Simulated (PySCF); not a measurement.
Static response to an electric field

Compound: propyl acetate, C5H10O2.
Cartesian coordinates in Å at the PBE0-D3(BJ)/def2-SVP level; atoms count from 1:
```
atom  x, y, z in Å
C1    -2.680   -0.424    0.017
C2    -1.196   -0.694    0.204
C3    -0.433    0.561    0.580
O4     0.942    0.291    0.838
C5     1.761    0.253   -0.223
C6     3.176   -0.018    0.197
O7     1.396    0.440   -1.354
H8    -2.856    0.310   -0.784
H9    -3.220   -1.343   -0.253
H10   -3.139   -0.028    0.937
H11   -1.037   -1.451    0.990
H12   -0.764   -1.098   -0.725
H13   -0.822    0.992    1.515
H14   -0.511    1.314   -0.220
H15    3.768   -0.315   -0.676
H16    3.605    0.900    0.627
H17    3.210   -0.793    0.975
```

Level: wB97X-D/def2-SVPD (PySCF), static field, nuclei fixed, core orbitals frozen in the response. The polarisability tensor in these axes (au):

```
x   83.15  0.41 -0.93
y    0.41 58.77 -0.54
z   -0.93 -0.54 65.18
```

**Question.** What are the eigenvalues, a third of the trace, and Δα (Δα² = ½Σ(αi − αj)² over the three pairs)?

**Answer.** Principal values 58.72, 65.17 and 83.21 au; mean 69.03 au = 10.23 Å³ = 11.38 × 10⁻⁴⁰ C²·m²/J; Δα = 21.99 au (32 % of the mean).

**Question.** What is the dipole moment, and where does it point?

**Answer.** (-0.16, -0.37, 1.83) D, 1.87 D in size, pointing from the negative to the positive side. Measured along this direction, the outermost atoms are O7 at the negative end and H13 and H11 at the positive end.

**Question.** What are the principal values of the traceless quadrupole moment, Θ = ½Σq(3rr − r²1), about the centre of nuclear charge?

**Answer.** -9.15, 0.70, 8.45 D·Å. The values depend on the origin, since the dipole doesn't vanish. The electronic extent ⟨r²⟩ about the same centre is 1036 bohr², a root-mean-square distance of 2.28 Å for the 56 electrons.

**Question.** Along which axes do the principal values lie, and how far do the nuclei extend along each?

**Answer.** Largest value along (1.00, 0.02, -0.05), where the nuclei span 7.02 Å; middle along (0.05, -0.08, 1.00), 2.69 Å; least along (-0.01, 1.00, 0.08), 2.65 Å. 

**Question.** In a dilute gas of rigid molecules at 273 K, how does the orientational term μ²/3kT compare with the electronic polarisability?

**Answer.** In Gaussian units μ²/3kT = 30.91 Å³ against 10.23 Å³, a ratio of 3.02; the Debye molar polarisation (4π/3)N_A(α + μ²/3kT) is 103.8 cm³/mol, leaving out the vibrational part.

**Question.** Refractivity n − 1 of an ideal gas of it at 350 K and 1 atm, from the electronic α?

**Answer.** N = p/kT = 2.0968 × 10¹⁹ cm⁻³, so n − 1 = 2π × N × 10.23 × 10⁻²⁴ cm³ = 1348 × 10⁻⁶ at long wavelengths.

**Question.** Find the Langevin capture rate constant for H3+ (3.023 u) meeting this molecule (102.068 u), k = 2.342 × 10⁻⁹ cm³/s × √(α in Å³ / reduced mass in u).

**Answer.** The reduced mass is 2.94 u, so k = 4.37 × 10⁻⁹ cm³/s. The formula leaves out the permanent dipole, which adds to the capture rate.

Geometry: PBE0-D3(BJ)/def2-SVP, one conformer, isolated molecule.
